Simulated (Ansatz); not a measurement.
C₂H₃N, triplet, geometry from GFN2-xTB (a higher spin typed on purpose: for a closed-shell molecule this is an excited state). Base run: B3LYP/cc-pVDZ run with Ansatz (a first-principles code).

Input for Ansatz:
Ansatz 0.2 input:
```yaml
crystal:
  periodic: [false, false, false]
  atoms:
    - {symbol: C, position_ang: [-1.07799219, 0.02838501, 0.00627118]}
    - {symbol: C, position_ang: [0.34217185, -0.47008600, 0.13522217]}
    - {symbol: N, position_ang: [1.23983392, 0.32551057, -0.11379751]}
    - {symbol: H, position_ang: [-1.55551587, -0.60779227, -0.73783391]}
    - {symbol: H, position_ang: [-1.53194100, -0.09395255, 0.98882234]}
    - {symbol: H, position_ang: [-1.17645856, 1.07337678, -0.30336599]}
basis:
  gaussian:
    orbitals: cc-pVDZ
hamiltonian:
  xc: b3lyp
magnetization: {spin_polarized: true, initial_magnetization: 2}
```

Variants of this job, named by their change:

| change | ΔE vs base (kcal/mol) |
|---|---|
| base | 0.000 |
| final_grid = 14, 28, 59 | 0.000 |
| final_grid = 6, 12, 29 | 0.002 |
| point_charge = charge:-1.0 position_ang:3.2167, 0.6406, -2.9694 | 4.86 |
| lower_state_search = off | 0.000 |
| forces = on | 0.000 |
| lower_state_search = light | 0.000 |
| accuracy = high | 0.000 |
| fitting.mean_field = def2-universal-JKFIT | -0.022 |
| point_charge = charge:1.0 position_ang:1.5032, 0.0719, 4.3987 | -2.05 |
| fitting.mean_field = cc-pVTZ-JKFIT | -0.025 |
